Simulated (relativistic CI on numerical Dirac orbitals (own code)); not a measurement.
**Level scheme of Os66+**

Computed by Dirac-Coulomb-Breit CI, separate exchange-only KLI orbitals for each configuration, model QED, unscaled Slater integrals (own radial code, finite nucleus).

CI space (outside the closed core 1s2): 2s²2p⁶, 2s²2p⁵3s, 2s²2p⁵3p, 2s²2p⁵3d, 2s2p⁶3s, 2s2p⁶3p, 2s2p⁶3d, 2s²2p⁵4s, 2s²2p⁵4p, 2s²2p⁵4d, 2s²2p⁵4f, 2s²2p⁴3s², 2s²2p⁴3s3p, 2s2p⁶4s, 2s²2p⁵5s, 2s²2p⁵5p, 2s2p⁶4p, 2s²2p⁴3s3d, 2s²2p⁵5d, 2s²2p⁴3p², 2s²2p⁵5f, 2s²2p⁵5g, 2s2p⁶4d, 2s2p⁶4f, 2s²2p⁴3p3d, 2s2p⁵3s², 2s²2p⁴3d², 2s2p⁵3s3p, 2s2p⁵3s3d, 2s2p⁵3p², 2s2p⁶5s, 2s2p⁵3p3d, 2s2p⁶5p, 2s2p⁶5d, 2s2p⁶5f, 2s2p⁶5g. Levels of other configurations are missing.

```tsv
No.	Configuration	Term	J	E (eV)	%	Next component (%)	Lifetime (s)
41	2s²2p⁵4p	³D	2	12378.0	50	33 ¹D	1.05e-14
42	2s²2p⁵4p	³D	3	12554.2	100		1.73e-14
43	2s²2p⁵4p	¹P	1	12554.6	56	36 ³S	1.72e-14
44	2s²2p⁵4p	³P	2	12559.3	67	33 ¹D	1.74e-14
45	2s²2p⁵4p	¹S	0	12579.2	66	34 ³P	1.80e-14
46	2s²2p⁵4d	³P°	0	12617.1	100		7.30e-15
47	2s²2p⁵4d	³F°	3	12620.8	54	40 ¹F°	7.32e-15
48	2s²2p⁵4d	³P°	1	12620.8	63	34 ³D°	5.65e-15
49	2s²2p⁵4d	³D°	2	12624.0	54	18 ³F°	7.35e-15
50	2s²2p⁵4d	³F°	4	12662.1	100		7.03e-15
51	2s²2p⁵4d	¹D°	2	12664.9	48	41 ³P°	7.02e-15
52	2s²2p⁵4d	³D°	3	12668.6	71	27 ¹F°	7.06e-15
53	2s²2p⁵4d	¹P°	1	12679.2	64	21 ³P°	7.83e-16
54	2s²2p⁵4f	³D	1	12698.8	100		3.31e-15
55	2s²2p⁵4f	³G	4	12699.0	53	44 ¹G	3.40e-15
56	2s²2p⁵4f	³F	2	12701.2	48	45 ³D	3.35e-15
57	2s²2p⁵4f	³F	3	12702.3	50	23 ³G	3.39e-15
58	2s²2p⁵4f	³G	5	12718.0	100		3.49e-15
59	2s²2p⁵4f	¹D	2	12719.9	60	32 ³D	3.39e-15
60	2s²2p⁵4f	¹F	3	12720.7	44	41 ³D	3.46e-15
61	2s²2p⁵4f	³F	4	12721.7	72	23 ¹G	3.50e-15
62	2s²2p⁵4s	³P°	0	13884.6	100		1.29e-14
63	2s²2p⁵4s	³P°	1	13885.4	65	33 ¹P°	1.08e-14
64	2s²2p⁵5s	³P°	2	13893.6	100		1.60e-14
65	2s²2p⁵5s	¹P°	1	13895.2	65	33 ³P°	9.59e-15
66	2s²2p⁵5p	³P	1	13925.8	50	31 ³S	1.30e-14
67	2s²2p⁵5p	³D	2	13926.0	50	33 ¹D	1.30e-14
68	2s²2p⁵4p	³D	1	13947.0	74	22 ¹P	1.04e-14
69	2s²2p⁵4p	³P	0	13962.1	64	33 ¹S	1.08e-14
70	2s²2p⁵5p	³D	3	14014.8	100		2.02e-14
71	2s²2p⁵5p	¹P	1	14014.9	56	36 ³S	1.96e-14
72	2s²2p⁵5p	³P	2	14017.3	67	33 ¹D	2.02e-14
73	2s²2p⁵5p	¹S	0	14028.0	64	33 ³P	1.99e-14
74	2s²2p⁵5d	³P°	0	14045.7	100		9.74e-15
75	2s²2p⁵5d	³F°	3	14047.4	54	40 ¹F°	9.78e-15
76	2s²2p⁵5d	³P°	1	14047.5	63	35 ³D°	8.01e-15
77	2s²2p⁵5d	³D°	2	14048.9	54	18 ¹D°	9.79e-15
78	2s²2p⁵5d	³F°	4	14068.8	100		9.72e-15
79	2s²2p⁵5d	¹D°	2	14070.1	48	41 ³P°	9.65e-15
80	2s²2p⁵5d	³D°	3	14071.9	71	27 ¹F°	9.67e-15
81	2s²2p⁵5d	¹P°	1	14076.4	64	21 ³P°	1.77e-15
82	2s²2p⁵5f	³D	1	14086.7	100		6.34e-15
83	2s²2p⁵5f	³G	4	14087.0	53	44 ¹G	6.45e-15
84	2s²2p⁵5f	³F	2	14088.0	48	46 ³D	6.35e-15
85	2s²2p⁵5f	³F	3	14088.6	51	23 ³G	6.41e-15
86	2s²2p⁵5f	³G	5	14096.7	100		6.66e-15
87	2s²2p⁵5f	¹D	2	14097.8	61	31 ³D	6.41e-15
88	2s²2p⁵5f	¹F	3	14098.0	44	40 ³D	6.60e-15
89	2s²2p⁵5f	³F	4	14098.6	72	23 ¹G	6.63e-15
90	2s²2p⁵5g	³F°	2	14099.6	100		1.14e-14
91	2s²2p⁵5g	³H°	5	14099.6	53	46 ¹H°	1.13e-14
92	2s²2p⁵5g	³G°	3	14100.3	55	36 ³F°	1.14e-14
93	2s²2p⁵5g	³G°	4	14100.6	47	25 ¹G°	1.14e-14
94	2s²2p⁵5g	³H°	6	14105.5	100		1.15e-14
95	2s²2p⁵5g	¹F°	3	14105.6	57	39 ³F°	1.15e-14
96	2s²2p⁵5g	¹G°	4	14106.3	41	39 ³F°	1.15e-14
97	2s²2p⁵5g	³G°	5	14106.5	72	21 ¹H°	1.15e-14
98	2s²2p⁵4p	³P	1	14126.5	50	29 ³S	1.73e-14
99	2s²2p⁵4p	³D	2	14127.1	50	33 ¹D	1.71e-14
100	2s²2p⁵4d	³F°	2	14191.8	75	20 ¹D°	7.33e-15
101	2s²2p⁵4d	³D°	1	14201.1	50	34 ¹P°	1.06e-15
102	2s²2p⁵4d	³P°	2	14236.0	48	36 ³D°	7.03e-15
103	2s²2p⁵4d	³F°	3	14237.0	44	33 ¹F°	7.04e-15
104	2s²2p⁵4f	³G	3	14272.4	73	19 ¹F	3.39e-15
105	2s²2p⁵4f	³F	2	14273.3	45	33 ¹D	3.34e-15
106	2s²2p⁵4f	³G	4	14292.0	42	33 ¹G	3.50e-15
107	2s²2p⁵4f	³D	3	14292.1	54	30 ³F	3.47e-15
108	2s2p⁶4s	³S	1	14388.0	100		9.31e-15
109	2s2p⁶4s	¹S	0	14399.2	100		9.40e-15
110	2s2p⁶4p	³P°	0	14452.6	100		8.04e-15
```

Energies count from the lowest computed level; ° marks odd parity; lifetimes are radiative, by E1, M1, E2, M2 decay to levels of this space only.

The mean weight of the leading LS term, summed over parents, in these 70 levels is 67 %, and that of the leading jj configuration (from the same eigenvectors) 100 %, so jj coupling describes them better and the LS labels are nominal.

At this charge energies of transitions that change n are usually good to better than 1 %, and those within a shell (Δn = 0) to a few per cent.

LS names give the leading component of a level, which can be under half, so a name can repeat, a term be missing and a line seem to break the LS rules.
